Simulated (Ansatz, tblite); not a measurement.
Cost and result up the ladder for TeBr2 (3 atoms). Charge 0, multiplicity 1. Geometry: r2SCAN-D4/def2-TZVP.

```xyz
3

Te    0.8818    0.1692    0.5589
Br   -1.0328    1.6976    0.1148
Br    0.1510   -1.8668   -0.6738
```

Ansatz on 4 threads of Intel Xeon on a shared host; xTB runs through tblite on one thread. Times are rough, summed over both states, and most runs start from the orbitals of an earlier one. PBE0-D4/def2-TZVP serves as the yardstick here, not as an exact answer. The other state is a triplet.

In the def2 sets Te takes a core potential; there is no spin–orbit coupling. The xTB rows come from tblite.

xTB has no spin-polarisation term.

| level | functions | wall time | vertical triplet (eV) | difference from PBE0-D4/def2-TZVP (eV) |
| --- | --- | --- | --- | --- |
| GFN1-xTB | 27 | 0.021 s | 2.42 | 0.80 |
| GFN2-xTB | 27 | 0.03 s | 2.86 | 1.23 |
| PBE-D4/def2-TZVP | 146 | 6.3 s | 1.50 | -0.12 |
| r2SCAN-D4/def2-TZVP | 146 | 14 s | 1.48 | -0.14 |
| PBE0-D4/def2-TZVP | 146 | 17 s | 1.62 | 0.00 |
